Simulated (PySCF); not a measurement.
Geometry:
```json
{"atom": "N1", "x (Å)": "2.280", "y (Å)": "1.884", "z (Å)": "-1.627"}
{"atom": "C2", "x (Å)": "1.938", "y (Å)": "1.584", "z (Å)": "-0.563"}
{"atom": "C3", "x (Å)": "1.482", "y (Å)": "1.146", "z (Å)": "0.750"}
{"atom": "C4", "x (Å)": "0.527", "y (Å)": "-0.038", "z (Å)": "0.654"}
{"atom": "C5", "x (Å)": "1.054", "y (Å)": "-1.271", "z (Å)": "-0.072"}
{"atom": "C6", "x (Å)": "-0.179", "y (Å)": "-1.810", "z (Å)": "-0.788"}
{"atom": "C7", "x (Å)": "-0.877", "y (Å)": "-0.534", "z (Å)": "-1.206"}
{"atom": "O8", "x (Å)": "-0.640", "y (Å)": "0.366", "z (Å)": "-0.100"}
{"atom": "Al9", "x (Å)": "-2.190", "y (Å)": "1.104", "z (Å)": "0.904"}
{"atom": "H10", "x (Å)": "0.973", "y (Å)": "1.980", "z (Å)": "1.259"}
{"atom": "H11", "x (Å)": "2.354", "y (Å)": "0.865", "z (Å)": "1.362"}
{"atom": "H12", "x (Å)": "0.181", "y (Å)": "-0.287", "z (Å)": "1.671"}
{"atom": "H13", "x (Å)": "1.822", "y (Å)": "-0.977", "z (Å)": "-0.806"}
{"atom": "H14", "x (Å)": "1.506", "y (Å)": "-1.989", "z (Å)": "0.625"}
{"atom": "H15", "x (Å)": "-0.818", "y (Å)": "-2.381", "z (Å)": "-0.097"}
{"atom": "H16", "x (Å)": "0.067", "y (Å)": "-2.453", "z (Å)": "-1.645"}
{"atom": "H17", "x (Å)": "-1.964", "y (Å)": "-0.622", "z (Å)": "-1.334"}
{"atom": "H18", "x (Å)": "-0.437", "y (Å)": "-0.084", "z (Å)": "-2.109"}
{"atom": "H19", "x (Å)": "-3.025", "y (Å)": "1.774", "z (Å)": "-0.284"}
{"atom": "H20", "x (Å)": "-1.368", "y (Å)": "2.040", "z (Å)": "1.920"}
{"atom": "H21", "x (Å)": "-2.744", "y (Å)": "-0.283", "z (Å)": "1.506"}
```

Geometry: PBE0-D3(BJ)/def2-SVP; GIAO shifts from PySCF, gas phase, non-relativistic, averaged over equivalent atoms.

At WP04/pcSseg-1 (220 basis functions, 92 s wall time on 1 thread of an Arm Neoverse N1, shared host):
```tsv
atoms	δ (ppm)
N1	294.8
C2	117.8
C4	84.3
C7	77.7
C5	34.1
C6	30.6
C3	25.6
O8	66.2
Al9	57.9
H17	4.25
H18	4.06
H12	4.02
H10	3.41
H19/H20/H21	3.10
H13	2.21
H15	2.06
H11	2.06
H14	1.96
H16	1.88
```

Shifts are taken against calculated references (same method and geometry level): NH3 for ¹⁵N (σ = 246.90 ppm); ¹³C (σ = 172.44 ppm), ¹H (σ = 31.56 ppm) against TMS; ¹⁷O (σ = 317.54 ppm) against H2O; AlH4- for ²⁷Al (σ = 483.51 ppm).

**Question.** Estimate the result of repeating the calculation with PBE0/pcSseg-1.

**Answer.** 
```
      atoms  δ at PBE0/pcSseg-1  change
         N1               311.3   +16.5
         C2               122.3    +4.5
         C4                80.5    -3.8
         C7                75.6    -2.1
         C5                32.2    -1.9
         C6                28.4    -2.2
         C3                23.7    -1.9
         O8                66.0    -0.2
        Al9                78.5   +20.6
        H17                4.34   +0.09
        H18                4.11   +0.05
        H12                4.02   +0.00
        H10                3.45   +0.04
H19/H20/H21                4.14   +1.04
        H13                2.21   +0.00
        H15                2.08   +0.02
        H11                2.04   -0.02
        H14                2.02   +0.06
        H16                1.91   +0.03
```

Chemical shifts δ = σref − σ; NH3 for ¹⁵N (σ = 265.67 ppm); ¹³C (σ = 184.41 ppm) and ¹H (σ = 31.27 ppm) vs TMS; ¹⁷O (σ = 334.56 ppm) against H2O; AlH4- for ²⁷Al (σ = 489.28 ppm), all at this level.

The largest change is at Al9 (aluminium bonded to O, 3 H). Cost: 220 basis functions, 89 s wall time on 1 thread of an Arm Neoverse N1, shared host. The order of the carbon signals is the same at both levels.

Experimental scales use liquid or dissolved standards, which lie at an offset from isolated NH3 (liquid NH3: subtract about 20 ppm) and H2O (liquid H2O: subtract about 36 ppm). Unscaled 15N shifts of sp2 nitrogen come out 20 to 40 ppm too high even then.
